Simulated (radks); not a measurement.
Values are calculated unless marked as measured or tabulated.
The tellurium anion Te2-, [Xe], held by a Watson sphere: a shell of charge +2 at radius R that stands for the Madelung well of a crystal (potential energy -2/R inside, -2/r outside, in hartree with lengths in bohr). Level of theory: scalar-relativistic Kohn-Sham, r2SCAN, spin-polarised, spherical densities, finite nucleus; meta-GGA in the generalised Kohn-Sham scheme; Fermi nuclear charge, rms radius of each element as measured or else 0.836 A^(1/3) + 0.57 fm (a radial shooting solver on a logarithmic mesh with Libxc functionals).

R (bohr)  e(4d) (eV)  e(5s) (eV)  e(5p) (eV)  <r> 5p (bohr)  sum of <r^2> (bohr^2)  X-ray form factor at sin(theta)/lambda = 0.1 1/angstrom
2.43         -42.050     -16.966      -7.680          2.598                  75.81                                                   49.353
3.01         -41.038     -15.614      -6.856          2.746                  82.01                                                   49.105
4.57         -39.425     -13.074      -4.641          3.062                  96.93                                                   48.663
4.76         -39.255     -12.847      -4.412          3.092                  98.54                                                   48.629
4.84         -39.185     -12.755      -4.319          3.104                  99.21                                                   48.616
5.03         -39.022     -12.547      -4.104          3.132                  100.8                                                   48.587
5.4          -38.721     -12.174      -3.715          3.183                  103.7                                                   48.538
5.48         -38.658     -12.099      -3.635          3.194                  104.3                                                   48.529
5.59         -38.574     -11.998      -3.529          3.208                  105.2                                                   48.517
